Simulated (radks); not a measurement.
Species: In XXIII. Configuration: [Ar] 3d9.

All-electron calculation, scalar-relativistic Kohn-Sham, LDA (Slater exchange, VWN5 correlation), spin-polarised, spherical densities, finite nucleus; open shells are filled with parallel spins first (spin-orbit coupling, left out, can overturn this in heavy ions); Fermi nuclear charge, rms radius 4.6156 fm. Program: a radial shooting solver on a logarithmic mesh with Libxc functionals.

Energy parts (hartree):
total: -5647.03909
kinetic: 5892.86154
electron-nucleus: -12929.81586
Hartree: 1520.80185
exchange-correlation: -130.88663

Orbitals (lengths in bohr, moments of r in powers of bohr):
| orbital | occ. | eigenvalue (hartree) | <r> |
|---|---|---|---|
| 1s up | 1 | -1044.718 | 0.02974 |
| 1s down | 1 | -1044.716 | 0.02974 |
| 2s up | 1 | -178.0515 | 0.1284 |
| 2s down | 1 | -177.9659 | 0.1284 |
| 2p up | 3 | -162.6147 | 0.1120 |
| 2p down | 3 | -162.5477 | 0.1119 |
| 3s up | 1 | -52.60087 | 0.3410 |
| 3s down | 1 | -52.50428 | 0.3412 |
| 3p up | 3 | -47.53238 | 0.3371 |
| 3p down | 3 | -47.43464 | 0.3374 |
| 3d up | 5 | -39.84416 | 0.3095 |
| 3d down | 4 | -39.73058 | 0.3099 |

The highest occupied level is 3d down at -1081.1 eV. For comparison, the ionisation energy in NIST's Atomic Spectra Database is 1109 eV (theoretical). In exact Kohn-Sham theory the highest level is minus the ionisation energy, but local and semilocal functionals leave it too shallow, through self-interaction and a potential that decays too fast; potentials with the right tail come closer. The electron density at the nucleus is 1.783e+05 e/bohr^3 (large components only).
